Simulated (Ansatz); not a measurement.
The pair A = C2H2 (SMILES C#C) (first 4 atoms), B = N2 (SMILES N#N); geometry from B3LYP-D3(BJ)/def2-TZVP.
(charge 0, multiplicity 1):
```xyz
6

C     -0.4374     0.4278    -1.0306
C     -0.0409     0.0401     0.0303
H     -0.7903     0.7730    -1.9716
H      0.3088    -0.3019     0.9744
N      0.4424    -0.4346     4.6429
N      0.5160    -0.5056     3.5572
```

Cores are frozen in the correlated methods.

Codes used: Ansatz (Gaussian basis) for Hartree–Fock, density functionals and correlated methods. Values without a source in brackets are computed.

Total energies (hartree), monomers frozen at their geometry in the pair:

```tsv
structure	B3LYP/def2-TZVPPD	MP2/aug-cc-pVDZ	CCSD(T)/aug-cc-pVDZ
AB	-186.9400244	-186.3692991	-186.4139112
A in the pair's basis	-77.3657744	-77.0910378	-77.1194226
B in the pair's basis	-109.5738847	-109.2771227	-109.2935048
A	-77.3657562	-77.0905751	-77.1189587
B	-109.5738002	-109.2764641	-109.2928016
```

Q: Work out the interaction energy without and with the counterpoise correction, and the superposition error, for each level.

A: 
E(AB) − E(A) − E(B), times 627.509 kcal/mol, with the monomers in their own basis and then in the pair's basis:
- B3LYP/def2-TZVPPD: -0.29 uncorrected, -0.23 corrected; the monomers gain 0.06 kcal/mol from borrowed functions
- MP2/aug-cc-pVDZ: -1.42 uncorrected, -0.71 corrected; the monomers gain 0.70 kcal/mol from borrowed functions
- CCSD(T)/aug-cc-pVDZ: -1.35 uncorrected, -0.62 corrected; the monomers gain 0.73 kcal/mol from borrowed functions

Ansatz is a program for electronic structure.
